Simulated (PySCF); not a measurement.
Species: C4H7BF2O2.
Atom-mapped SMILES: `[CH3:1][C:2](=[O:3])[O:4][CH2:5][CH2:6][B:7]([F:8])[F:9]` (hydrogens: H10, H11, H12 on C1; H13, H14 on C5; H15, H16 on C6)

Method: PySCF, PBE0-D3(BJ)/def2-SVP geometry optimisation, gas phase; density fitting, grid level 1; the optimiser is geomeTRIC in internal coordinates, started from a GFN2-xTB structure with every atom displaced at random (about 0.01 Å).

Step 1: E = -14444.2506 eV
```
atom  x, y, z in Å  |  force x, y, z in eV/Å
C1      2.8425    0.3234   -0.6742    0.082  -0.220  -0.019
C2      1.3835    0.5672   -0.4559   -0.451  -0.268  -0.085
O3      0.9136    1.5487    0.0589    0.115   0.128  -0.122
O4      0.6269   -0.4838   -0.8396    0.293   0.333   0.257
C5     -0.7772   -0.3590   -0.6111    0.048  -0.151  -0.259
C6     -1.1819   -0.3788    0.8514   -0.188   0.041  -0.027
B7     -2.7361   -0.2296    0.9997    0.110  -0.001  -0.203
F8     -3.3783   -0.2395    2.1538    0.098  -0.025  -0.107
F9     -3.4691   -0.0630   -0.0951   -0.111  -0.002   0.283
H10     3.1982   -0.1911    0.2327    0.148  -0.010  -0.035
H11     3.3746    1.2789   -0.7593   -0.037  -0.025  -0.021
H12     3.0466   -0.3355   -1.5354   -0.115   0.165   0.139
H13    -1.1332    0.5748   -1.0780    0.046  -0.079  -0.008
H14    -1.2036   -1.2143   -1.1651   -0.020   0.206   0.128
H15    -0.8275   -1.2873    1.3631    0.006  -0.052   0.038
H16    -0.7146    0.4780    1.3666   -0.023  -0.042   0.041
```

Step 2: E = -14444.2914 eV
```
atom  x, y, z in Å  |  force x, y, z in eV/Å
C1      2.8541    0.2983   -0.6331    0.040  -0.124   0.099
C2      1.3954    0.6112   -0.4973   -0.093   0.041  -0.193
O3      0.9562    1.6716   -0.1337   -0.131  -0.125   0.037
O4      0.6307   -0.4473   -0.8193    0.048   0.071   0.296
C5     -0.7791   -0.3199   -0.6289    0.077  -0.023  -0.095
C6     -1.2060   -0.3900    0.8271    0.024   0.065  -0.286
B7     -2.7545   -0.2640    1.0122    0.128   0.007  -0.036
F8     -3.3036   -0.3533    2.2076   -0.109   0.012  -0.010
F9     -3.5654   -0.0502   -0.0142    0.030  -0.039   0.167
H10     3.1967   -0.1276    0.3243    0.030   0.000  -0.034
H11     3.4135    1.2231   -0.8142   -0.007   0.009  -0.022
H12     3.0430   -0.4462   -1.4166   -0.020   0.024  -0.018
H13    -1.1197    0.6197   -1.0896    0.011   0.025   0.040
H14    -1.2045   -1.1572   -1.1990   -0.015   0.027  -0.026
H15    -0.8493   -1.3198    1.3016   -0.016   0.001   0.022
H16    -0.7430    0.4406    1.3858    0.002   0.029   0.059
```

Step 3: E = -14444.3009 eV
```
atom  x, y, z in Å  |  force x, y, z in eV/Å
C1      2.8469    0.2943   -0.6176    0.015   0.179   0.127
C2      1.3856    0.6099   -0.4837   -0.082  -0.118  -0.072
O3      0.9067    1.6567   -0.1329    0.194   0.082   0.029
O4      0.6424   -0.4600   -0.7935   -0.073  -0.157   0.003
C5     -0.7677   -0.3200   -0.6490   -0.007   0.001   0.052
C6     -1.2037   -0.3810    0.8014   -0.058   0.025  -0.070
B7     -2.7454   -0.2572    1.0198    0.043  -0.031  -0.019
F8     -3.2748   -0.3533    2.2234   -0.023   0.013   0.103
F9     -3.5899   -0.0491    0.0239   -0.010   0.007  -0.051
H10     3.2115   -0.1278    0.3329   -0.039   0.013  -0.014
H11     3.4000    1.2197   -0.8138    0.041   0.013  -0.013
H12     3.0228   -0.4477   -1.4035   -0.007  -0.025  -0.062
H13    -1.0880    0.6233   -1.1150    0.010   0.038   0.026
H14    -1.1948   -1.1508   -1.2234   -0.006  -0.048  -0.051
H15    -0.8511   -1.3125    1.2774   -0.002   0.008   0.012
H16    -0.7360    0.4447    1.3658    0.003   0.002   0.002
```

Q: Estimate the geometry and energy of step 4. (The exact step hangs on the optimiser's Hessian estimate; all steps are aligned on step 3, rigid shifts and turns removed.)

A: E = -14444.3032 eV, largest force 0.249 eV/Å
```
atom  x, y, z in Å  |  force x, y, z in eV/Å
C1      2.8533    0.3041   -0.6220   -0.027  -0.055  -0.035
C2      1.3865    0.5872   -0.4779    0.229   0.051   0.083
O3      0.9314    1.6378   -0.1078   -0.150   0.018  -0.032
O4      0.6408   -0.4840   -0.7795    0.043   0.029  -0.045
C5     -0.7690   -0.3308   -0.6510   -0.056   0.014   0.067
C6     -1.2139   -0.3815    0.7954   -0.065  -0.006   0.051
B7     -2.7529   -0.2506    1.0219   -0.021  -0.013  -0.009
F8     -3.2816   -0.3317    2.2283    0.048   0.009   0.061
F9     -3.6020   -0.0488    0.0292   -0.026   0.009  -0.088
H10     3.2322   -0.1223    0.3201   -0.029  -0.011   0.001
H11     3.3886    1.2419   -0.8127   -0.020  -0.006   0.000
H12     3.0350   -0.4236   -1.4209    0.046  -0.035  -0.033
H13    -1.0746    0.6177   -1.1171    0.014   0.021   0.005
H14    -1.1986   -1.1579   -1.2311   -0.001  -0.016  -0.018
H15    -0.8688   -1.3120    1.2789    0.011   0.003   0.009
H16    -0.7419    0.4434    1.3587    0.002  -0.011  -0.016
```

The energy changes by -0.0023 eV. The first-order estimate −F·Δx gives -0.0128 eV and the mean of the old and new forces, exact on a quadratic surface, -0.0028 eV. The step makes an angle of 70° with the force vector and moves no atom by more than 0.040 Å.

What follows is the cost of the whole optimisation. The run took 6.3 min on one thread, Arm Neoverse N1 (aarch64), no GPU, shared host with 64 logical CPUs at a one-minute load of 62, and the process peaked at 0.64 GiB of memory.
